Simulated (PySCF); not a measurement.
## The second ionisation energy along the 5p block

All values are computed (PySCF 2.14, energy differences of UHF-based or UKS calculations, no spin-orbit coupling). Values in eV. The last column holds reference values (NIST; (s) semi-empirical, (t) theoretical, else measured). Unmarked ones compare directly (S terms, centres of terms, or small fine structure); those marked * lie between the lowest fine-structure levels and include a spin-orbit shift.

```
                                                                              element                         configurations  SCS-MP2 (valence and next inner shell)  CCSD(T) (valence and next inner shell)     LDA    PBE0  MP2 (valence)  CCSD (valence)         reference
In (x2c-TZVPPall with one added diffuse shell each of s, p, d, f type, spin-free X2C)          [Kr] 4d10 5s2 → [Kr] 4d10 5s1                                  18.711                                  18.724  19.412  18.677         17.660          17.917            18.870
Sn (x2c-TZVPPall with one added diffuse shell each of s, p, d, f type, spin-free X2C)      [Kr] 4d10 5s2 5p1 → [Kr] 4d10 5s2                                  14.000                                  14.113  14.393  14.245         13.915          13.974            14.282
Sb (x2c-TZVPPall with one added diffuse shell each of s, p, d, f type, spin-free X2C)  [Kr] 4d10 5s2 5p2 → [Kr] 4d10 5s2 5p1                                  16.363                                  16.467  16.664  16.525         16.304          16.337  16.626 ± 0.025 *
Te (x2c-TZVPPall with one added diffuse shell each of s, p, d, f type, spin-free X2C)  [Kr] 4d10 5s2 5p3 → [Kr] 4d10 5s2 5p2                                  18.761                                  18.852  18.938  18.850         18.748          18.735      18.6 ± 0.4 *
 I (x2c-TZVPPall with one added diffuse shell each of s, p, d, f type, spin-free X2C)  [Kr] 4d10 5s2 5p4 → [Kr] 4d10 5s2 5p3                                  18.417                                  18.518  19.066  18.748         18.282          18.407            18.750
Xe (x2c-TZVPPall with one added diffuse shell each of s, p, d, f type, spin-free X2C)  [Kr] 4d10 5s2 5p5 → [Kr] 4d10 5s2 5p4                                  20.845                                  20.883  21.390  21.104         20.743          20.772      20.975 (s) *
```

```
                                method  elements  mean error (eV)  mean absolute error (eV)  largest error (eV)
SCS-MP2 (valence and next inner shell)         3           -0.258                     0.258              -0.332
CCSD(T) (valence and next inner shell)         3           -0.182                     0.182              -0.231
                                   LDA         3            0.323                     0.323               0.542
                                  PBE0         3           -0.077                     0.077              -0.194
                         MP2 (valence)         3           -0.682                     0.682              -1.210
                        CCSD (valence)         3           -0.534                     0.534              -0.953
```

Errors include the incompleteness of the basis and the frozen core.

"Valence" correlates the outer s and p shells and, in groups 3 to 12 and the f block, the outer d or f shell, open or full, or the next shell where the ion has no valence electron left; the wider scheme adds the next inner shell.
